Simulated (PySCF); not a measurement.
# Electronic absorption of C5H5NO2Si

Compound: C5H5NO2Si.
SMILES: `N#Cc1ccc(O[SiH3])o1`

Computed with PySCF 2.14.0, density-fitted response routines, TDDFT CAM-B3LYP/def2-SVPD, vertical, gas phase, core orbitals frozen in the response. Isolated species at its GFN2-xTB geometry (one conformer only). Torsions of this conformer, `[N:1]#[C:2][c:3]1[cH:4][cH:5][c:6]([O:7][SiH3:8])[o:9]1`: C5–C6–O7–Si8 -179°.

```json
{"state": "S1", "λ (nm)": "242.9", "E (eV)": "5.11", "f": "0.377", "symmetry": "A′", "main configurations (H = HOMO, L = LUMO)": "H→L (96%)"}
{"state": "S2", "λ (nm)": "225.6", "E (eV)": "5.50", "f": "0.0002", "symmetry": "–", "main configurations (H = HOMO, L = LUMO)": "H→L+1 (50%), H→L+3 (31%)"}
{"state": "S3", "λ (nm)": "204.8", "E (eV)": "6.06", "f": "0.0008", "symmetry": "–", "main configurations (H = HOMO, L = LUMO)": "H→L+1 (40%), H→L+3 (32%), H→L+4 (17%)"}
{"state": "S4", "λ (nm)": "188.8", "E (eV)": "6.57", "f": "0.0006", "symmetry": "–", "main configurations (H = HOMO, L = LUMO)": "H→L+2 (51%), H→L+4 (34%)"}
{"state": "S5", "λ (nm)": "184.9", "E (eV)": "6.71", "f": "0.023", "symmetry": "A′", "main configurations (H = HOMO, L = LUMO)": "H→L+5 (51%), H-1→L (32%), H→L+8 (13%)"}
{"state": "S6", "λ (nm)": "174.8", "E (eV)": "7.09", "f": "0.0060", "symmetry": "A″", "main configurations (H = HOMO, L = LUMO)": "H→L+4 (35%), H→L+2 (31%), H→L+3 (23%)"}
{"state": "S7", "λ (nm)": "170.9", "E (eV)": "7.25", "f": "0.0005", "symmetry": "–", "main configurations (H = HOMO, L = LUMO)": "H-2→L (84%)"}
{"state": "S8", "λ (nm)": "170.3", "E (eV)": "7.28", "f": "0.0029", "symmetry": "A″", "main configurations (H = HOMO, L = LUMO)": "H→L+6 (79%), H→L+7 (9%)"}
```

Triplets (Tamm–Dancoff): T1 3.27 eV, H→L (93%); T2 5.18 eV, H→L+5 (36%), H-1→L (31%), H→L+8 (25%); T3 5.25 eV, H→L+1 (37%), H→L+3 (37%).

The lowest singlet comes at 243 nm (493 kJ/mol) in the ultraviolet; it is strong; its leading configuration is HOMO→LUMO (96%). The lowest level is also the most intense of those listed (f = 0.377). Löwdin shares by element: HOMO carbon 53% or more, oxygen 12% or more (atoms not listed hold the other 35%); LUMO carbon 47% or more, nitrogen 14% (atoms not listed hold the other 38%). Of the 8 states listed, 2 reach f = 0.01 and 1 stays under 0.0005. The oscillator strengths of these states sum to 0.411; summed over the whole spectrum of an exact calculation they would give the number of electrons, 72 (Thomas–Reiche–Kuhn). The listed states span 2.18 eV, and the widest gap between neighbours is 0.56 eV (S2 to S3). Symmetry labels in Cs follow from the direction of the transition dipole and are given only for states with f of 0.002 or more. Only the lowest 8 singlets were computed, as vertical energies without vibronic structure.

The run took 60 s on Intel Xeon Platinum 8259CL at 2.50 GHz, one thread, shared host with 96 logical CPUs at a one-minute load of 33, and the process peaked at 1.1 GiB of memory.
